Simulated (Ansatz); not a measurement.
`[CH3][SnH2][AlH2]` + HCl → `[CH3][SnH2][Cl]` + `[AlH3]` at 500 K and 1 bar (cleavage of the Sn–Al bond).

Program: Ansatz. Geometries: PBE0-D4/def2-TZVP. ΔE: electronic, gas phase. CCSD(T)/CBS adds triple-zeta CCSD(T) − MP2 to the extrapolated MP2 energy (def2 sets, frozen cores). This one scheme is used for every species. Elements past krypton have def2 core potentials. For Sn outer-core shells are correlated without core-valence functions, which leaves a few kJ/mol of doubt a bond.

```csv
species,CCSD(T)/CBS energy (Eh),H − E (kJ/mol),S (J/(mol·K))
`[CH3][SnH2][AlH2]`,-498.27916,212.8,433.9
HCl,-460.38127,32.5,201.9
`[CH3][SnH2][Cl]`,-714.90153,171.8,382.2
`[AlH3]`,-243.78045,68.7,232.2
```

H − E and S are ideal-gas, rigid-rotor, harmonic terms from PBE0-D4/def2-TZVP, for one conformer and one mirror image of each species. 1 Eh = 2625.50 kJ/mol, R = 8.31446 J/(mol·K).

Problem. By hand: ΔE, ΔH, ΔS and ΔG.

Solution. ΔE = (-714.90153) + (-243.78045) − (-498.27916) − (-460.38127) = -0.02155 Eh = -56.6 kJ/mol. Δ(H − E) = 171.8 + 68.7 − 212.8 − 32.5 = -4.8, so ΔH = -61.4 kJ/mol. ΔS = 382.2 + 232.2 − 433.9 − 201.9 = -21.4 J/(mol·K). ΔG = -61.4 − 500 × (-21.4)/1000 = -50.7 kJ/mol.

Problem. By hand: the equilibrium constant, and the temperature at which ΔG would vanish if ΔH and ΔS stayed fixed.

Solution. log₁₀ K = −ΔG/(RT ln 10) = 5.3. ΔG = 0 at ΔH/ΔS = 2869 K, far beyond where these terms or the molecules hold.

ΔH outweighs TΔS. A doubt of 5 kJ/mol in ΔE shifts log₁₀ K by 0.5 here. Other conformers and mirror images would add mixing entropy, several J/(mol·K) or more a flexible species. Modes under 60 cm⁻¹, often nearly free rotors, make the harmonic entropy too high. These are equilibria of isolated gas molecules and say nothing of rates. Largest T1 diagnostic: 0.012 (customary marks: 0.02 for closed shells, 0.045 for open ones).
